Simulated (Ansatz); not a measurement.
C3H9B (SMILES CB(C)C), singlet, at a GFN2-xTB geometry; HF/def2-SV(P) (Ansatz, a quantum-chemistry and plane-wave program).

Ansatz was given this input:
Ansatz 0.2 input:
```yaml
crystal:
  periodic: [false, false, false]
  atoms:
    - {symbol: B, position_ang: [0.00001088, 0.00026539, 0.00036792]}
    - {symbol: C, position_ang: [1.52623309, -0.14823315, -0.37068251]}
    - {symbol: H, position_ang: [1.83762844, -1.19171630, -0.34087316]}
    - {symbol: H, position_ang: [2.14173593, 0.36217756, 0.37015562]}
    - {symbol: H, position_ang: [1.79190592, 0.25078287, -1.34670484]}
    - {symbol: C, position_ang: [-0.55014221, -0.62227830, 1.34159877]}
    - {symbol: H, position_ang: [-1.31137926, -1.37129600, 1.12412977]}
    - {symbol: H, position_ang: [-1.04868172, 0.13436281, 1.94635953]}
    - {symbol: H, position_ang: [0.20789011, -1.09570452, 1.96090406]}
    - {symbol: C, position_ang: [-0.97606596, 0.77066511, -0.97070561]}
    - {symbol: H, position_ang: [-1.99790782, 0.85271732, -0.60827282]}
    - {symbol: H, position_ang: [-1.00999230, 0.27798673, -1.94219118]}
    - {symbol: H, position_ang: [-0.61140315, 1.77844063, -1.16661060]}
basis:
  gaussian:
    orbitals: def2-SV_P_.json
hamiltonian:
  xc: hf
```
The basis file holds def2-SV(P) in the JSON format of the Basis Set Exchange.

The log (banner, timings and long lists left out):

```
Functional definition: HF
864 factors; integrals over basis functions are off by at most 9.2e-4 eV
mean field evaluation 1: about -3899.0145 eV, gradient 3.5e1 eV
mean field evaluation 2: about -3899.0123 eV, gradient 3.5e1 eV
mean field evaluation 4: about -3902.5103 eV, gradient 2.7e0 eV
mean field evaluation 8: about -3902.5433 eV, gradient 3.6e-4 eV
mean field -3902.54325593 eV, -143.4158194165 hartree, gradient 7.9e-6 eV, S^2 0.000000; 0 other end points of the search recorded, 0 dependent functions left out
reference -3902.54325593 eV, -143.4158194165 hartree; 16, 16 occupied and 58, 58 virtual orbitals, 864 factors
Total energy: -3902.54325593 eV, -143.4158194165 hartree
```
